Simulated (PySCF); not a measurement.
A PySCF script (with the pyscf-properties extension) for the NMR shieldings of `CS(=O)(=O)c1ccc(Cl)cc1`, C$_{7}$H$_{7}$ClO$_{2}$S, on a GFN2-xTB geometry:

```python
import basis_set_exchange as bse
import numpy as np
from pyscf import gto, dft
from pyscf.prop import nmr

atoms = """
C     2.654358    0.574148   -0.213114
S     1.740247   -0.948122    0.176560
O     2.044342   -1.323124    1.529515
O     1.982210   -1.901418   -0.870379
C     0.025898   -0.416210    0.095014
C    -0.580377    0.074688    1.235229
C    -1.891787    0.512374    1.176164
C    -2.572427    0.446671   -0.032843
Cl   -4.204197    0.993661   -0.114490
C    -1.964295   -0.054685   -1.176549
C    -0.651659   -0.487666   -1.106890
H     2.408169    1.315014    0.536146
H     3.711481    0.340225   -0.184720
H     2.362377    0.898393   -1.203317
H    -0.022225    0.089516    2.158111
H    -2.386580    0.897486    2.053523
H    -2.515859   -0.105717   -2.101892
H    -0.148435   -0.898915   -1.967725
"""
names = dict.fromkeys(["C", "S", "O", "Cl", "H"], "pcSseg-1")
basis = {el: gto.basis.parse(bse.get_basis(n, elements=[el], fmt="nwchem")) for el, n in names.items()}
mol = gto.M(atom=atoms, basis=basis, charge=0, verbose=0)
mf = dft.RKS(mol, xc="PBE0")
mf.grids.level = 2
mf.grids.alignment = dft.numint.BLKSIZE   # the property module wants whole blocks of grid points
mf.conv_tol = 1e-9
mf.kernel()

calc = nmr.RKS(mf)   # GIAO
C = mf.mo_coeff
Co = C[:, mf.mo_occ > 0]
resp = mf.gen_response(singlet=True, hermi=2)
def vind(x):   # induced exchange potential for any number of trial vectors
    d = np.einsum("pi,xij,qj->xpq", C, 2 * x.reshape(-1, C.shape[1], Co.shape[1]), Co, optimize=True)
    return np.einsum("xpq,pi,qj->xij", resp(d - d.transpose(0, 2, 1)), C, Co, optimize=True).ravel()
mo1, _ = nmr.rhf.solve_mo1(calc, with_cphf=vind)
sigma = calc.kernel(mo1)
for i, s in enumerate(sigma):   # ppm
    print("%2d %-2s %9.2f" % (i, mol.atom_pure_symbol(i), np.trace(s) / 3))
```

Question: What does it print?

Answer: 
```
 0 C     135.12
 1 S     215.11
 2 O     135.59
 3 O     135.83
 4 C      38.80
 5 C      52.44
 6 C      51.58
 7 C      35.08
 8 Cl    696.58
 9 C      51.58
10 C      52.65
11 H      29.37
12 H      28.77
13 H      29.36
14 H      23.62
15 H      23.95
16 H      23.94
17 H      23.64
```

These numbers come from an equivalent density-fitted implementation of the same equations, which agrees with the script to about 0.01 ppm for H and up to a few tenths of a ppm for heavy atoms, so last digits may differ.

Question: Turn these shieldings into chemical shifts. References, each an isolated molecule treated in the same way: 13C (σ = 186.93 ppm), 1H (σ = 31.72 ppm) against TMS; 33S (σ = 503.73 ppm) vs CS2; 17O (σ = 336.08 ppm) against H2O; 35Cl (σ = 949.78 ppm) vs HCl.

Answer: Averaging equivalent atoms: C 7: 151.8; C 4: 148.1; C 6/9: 135.3; C 5/10: 134.4; C 0: 51.8; S 1: 289; O 2/3: 200.4; Cl 8: 253; H 14/17: 8.08; H 15/16: 7.77; H 11/12/13: 2.55 ppm. Experimental scales use liquid or dissolved standards, which lie at an offset from isolated H2O (liquid H2O: subtract about 36 ppm).

Size and cost of the density-fitted run: 236 basis functions, 56 s wall time on 1 thread of an Arm Neoverse V1, shared host.
